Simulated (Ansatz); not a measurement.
## Ligand exchange: C2H5F + SiH(SiH3)2F → C2H8Si + SiH(SiH3)F2

Species: C2H5F `CCF`, singlet; SiH(SiH3)2F, singlet; C2H8Si `CC[SiH3]`, singlet; SiH(SiH3)F2, singlet. The partners trade F for SiH3: C–F and Si–SiH3 bonds give way to C–SiH3 and Si–F.

Shapes, held fixed at every level: PBE0-D4/def2-TZVP. Programs: Ansatz 0.2.0. The zero-point and thermal change to 298 K, harmonic and unscaled (PBE0-D4/def2-TZVP), is -0.8 kJ/mol.

| level | kind | ΔH(298 K) (kJ/mol) | less CCSD(T)/CBS estimate |
| --- | --- | --- | --- |
| HF/def2-TZVPP | Hartree–Fock | -220.1 | -0.5 |
| PBE0-D4/def2-TZVPP | global hybrid | -197.6 | +22.0 |
| r2SCAN0-D4/def2-TZVPP | global hybrid | -212.2 | +7.4 |
| MP2/def2-TZVPP | perturbation theory | -232.9 | -13.3 |
| CCSD(T)/def2-SVP | coupled cluster or CI | -194.3 | +25.3 |
| CCSD/def2-SVP | coupled cluster or CI | -195.6 | +24.0 |
| CCSD(T)/CBS estimate | coupled cluster or CI | -219.6 | 0.0 |

The highest level, CCSD(T)/CBS estimate, gives ΔH(298 K) = -219.6 kJ/mol; the levels span -232.9 to -194.3. The column of differences is taken from that level and isn't an error. No measured value is set beside it here. The CBS estimate extrapolates MP2 from def2-TZVPP and def2-QZVPP and adds CCSD(T) − MP2 in the triple-zeta set, cores frozen.
